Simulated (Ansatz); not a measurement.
Reaction (homolysis of the Si–Si bond): `O[SiH2][SiH2][SiH2]F` → `F[SiH2]`• + `O[SiH2][SiH2]`•

Program: Ansatz. Geometries: PBE0-D4/def2-TZVP. ΔE: electronic, gas phase. CBS: MP2 limit from def2 TZ/QZ plus the TZ coupled-cluster correction, frozen cores. This one scheme is used for every species. Functionals use def2-TZVPP. B3LYP here is the variant with VWN-RPA as its local correlation; programs differ in this. No spin–orbit coupling; open shells (•) take unrestricted orbitals. Each species was taken in one conformer, which may not be the lowest.

```csv
level,ΔE (kJ/mol),difference from CCSD(T)/CBS
PBE-D4,314.9,-18.5
B3LYP-D4,314.5,-18.9
ωB97M-V,332.8,-0.6
B2PLYP,311.5,-21.9
PBE,306.0,-27.4
r2SCAN,302.5,-30.9
B3LYP,300.2,-33.2
CCSD(T)/def2-TZVPP,322.0,-11.4
HF/def2-QZVPP,235.2,-98.2
MP2/def2-QZVPP,328.7,-4.7
CCSD(T)/CBS,333.4,0
```

Largest T1 diagnostic among the species: 0.014.

The D4 term adds +14.3 kJ/mol with B3LYP and +8.1 kJ/mol with PBE0; it sums over pairs of atoms, weighted by their polarisabilities, and B3LYP, whose exchange is more repulsive, gets the larger term. In def2-TZVPP, CCSD(T) changes the Hartree–Fock value by +85.4 kJ/mol (the triples alone add +6.3 kJ/mol) and MP2 by +86.0 kJ/mol; breaking electron pairs costs correlation energy, which Hartree–Fock lacks. From PBE to PBE0 (25 % exact exchange), in def2-TZVPP and without D4, ΔE moves by +4.5 kJ/mol.
